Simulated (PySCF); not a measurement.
```xyz
4
charge 0 multiplicity 1, angstrom
Si    1.0920    0.0000    0.0000
O     2.6417    0.0000    0.0000
I    -0.2869    2.0076    0.0000
I    -0.2869   -2.0076    0.0000
```

All numbers come from PBE in PySCF with Si def2-SVP, O def2-SVP, I def2-SVP with ECP28; scalar-relativistic core potentials, no spin–orbit coupling; density-fitted integrals.

This geometry of SiOI₂ is a stationary point at this level.

Q: What is the point group?

A: C2v.

Q: Is it a minimum?

A: Yes: all harmonic wavenumbers are real.

Q: Which band is strongest in the infrared?

A: 428 cm⁻¹ (b2), 203 km/mol.

Q: What are the dipole moment and the gap between the highest occupied and lowest empty levels?

A: 3.06 D and 3.16 eV.

Other isomers or separated fragments may lie lower.
